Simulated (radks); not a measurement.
Q: These are the eigenvalues of the occupied orbitals of an atom or ion with whole-number occupations (Ry). Calculated with a radial shooting solver on a logarithmic mesh with Libxc functionals: Dirac Kohn-Sham, PBEsol, spin-unpolarised, spherical densities, point nucleus.

orbital  eigenvalue
1s1/2     -807.2655
2s1/2     -103.2025
2p1/2     -92.10285
2p3/2     -89.76263
3s1/2     -14.85363
3p1/2     -11.19359
3p3/2     -10.87896
3d3/2      -4.66449
3d5/2      -4.62092
4s1/2      -2.96815

Which element is it, and in what charge state? The configuration may be excited. Open shells, if any, fill j = l - 1/2 first.

A: Z = 32, germanium, charge +3: Ge3+ in [Ar] 3d10 4s1. The list shows which subshells hold electrons but not how many an open one holds; the 1s level, -403.63 hartree, gives Z - s = 28.4 by -(Z - s)^2/2, which with screening and relativity narrows Z to a few neighbours, and the depths of the outer levels then fix element, charge and occupations together.
